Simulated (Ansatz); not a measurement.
Relaxation of AlH8N3O (13 atoms, charge 0, multiplicity 1), to a largest force component of 0.03 eV/Å in at most 50 steps.

Method: Ansatz, RKS PBE0-D4/def2-SVP.

```xyz
13
Properties=species:S:1:pos:R:3
Al 0.071 -0.368 -0.562
N 1.494 0.769 -0.114
N 0.096 -2.005 0.118
N -1.162 0.197 -1.703
H 0.013 1.588 1.461
O -0.856 1.433 1.866
H 2.294 0.431 0.413
H 1.794 1.506 -0.742
H 0.913 -2.477 0.485
H -0.711 -2.614 0.193
H -1.830 -0.404 -2.172
H -1.450 1.164 -1.788
H -0.664 0.779 2.547
```

Task: Where does it end, and by what steps?

Result: The forces met the threshold. After 13 steps the energy has fallen by 0.602 eV; O6 moved furthest, 0.71 Å. Joined: Al1–O6.

```json
{"step": "0", "energy less start (eV)": "0.0000", "largest force component (eV/Å)": "1.176", "accepted": "yes"}
{"step": "1", "energy less start (eV)": "-0.1551", "largest force component (eV/Å)": "0.653", "accepted": "yes"}
{"step": "2", "energy less start (eV)": "-0.2767", "largest force component (eV/Å)": "0.945", "accepted": "yes"}
{"step": "3", "energy less start (eV)": "-0.4413", "largest force component (eV/Å)": "0.756", "accepted": "yes"}
{"step": "4", "energy less start (eV)": "-0.4965", "largest force component (eV/Å)": "1.044", "accepted": "yes"}
{"step": "5", "energy less start (eV)": "-0.5101", "largest force component (eV/Å)": "0.592", "accepted": "yes"}
{"step": "6", "energy less start (eV)": "-0.5754", "largest force component (eV/Å)": "0.279", "accepted": "yes"}
{"step": "7", "energy less start (eV)": "-0.5844", "largest force component (eV/Å)": "0.136", "accepted": "yes"}
{"step": "8", "energy less start (eV)": "-0.5865", "largest force component (eV/Å)": "0.500", "accepted": "yes"}
{"step": "9", "energy less start (eV)": "-0.5992", "largest force component (eV/Å)": "0.072", "accepted": "yes"}
{"step": "10", "energy less start (eV)": "-0.6003", "largest force component (eV/Å)": "0.164", "accepted": "yes"}
{"step": "11", "energy less start (eV)": "-0.6003", "largest force component (eV/Å)": "0.160", "accepted": "no"}
{"step": "12", "energy less start (eV)": "-0.6009", "largest force component (eV/Å)": "0.043", "accepted": "yes"}
{"step": "13", "energy less start (eV)": "-0.6017", "largest force component (eV/Å)": "0.024", "accepted": "yes"}
```

```xyz
13
Properties=species:S:1:pos:R:3
Al -0.107 -0.134 -0.229
N 1.484 0.818 0.015
N 0.024 -1.802 0.428
N -1.281 0.284 -1.513
H 0.295 1.317 1.213
O -0.680 1.040 1.297
H 2.322 0.338 0.333
H 1.773 1.494 -0.688
H 0.901 -2.286 0.583
H -0.723 -2.484 0.363
H -1.364 -0.195 -2.402
H -1.883 1.098 -1.504
H -0.761 0.513 2.103
```

Run time: 49 s on 2 threads of Arm Neoverse V1, on a shared host, peak memory 0.25 GiB.
